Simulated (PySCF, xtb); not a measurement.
C₂H₇ClSi₂, SMILES C=C[SiH2][SiH2]Cl.

GFN2-xTB (xtb) at its own geometry gives an orbital gap of 3.79 eV and a dipole moment of 1.99 D.

Coordinates come from a TPSSh-D3(BJ)/def2-SVP optimisation. One conformer was computed; it need not be the lowest.

Q: What does B3LYP/def2-TZVP in PySCF give? (The exact figures need the calculation; the answer reports its results.)

A: gap 6.20 eV (levels -7.45 and -1.25 eV), dipole 2.33 D.
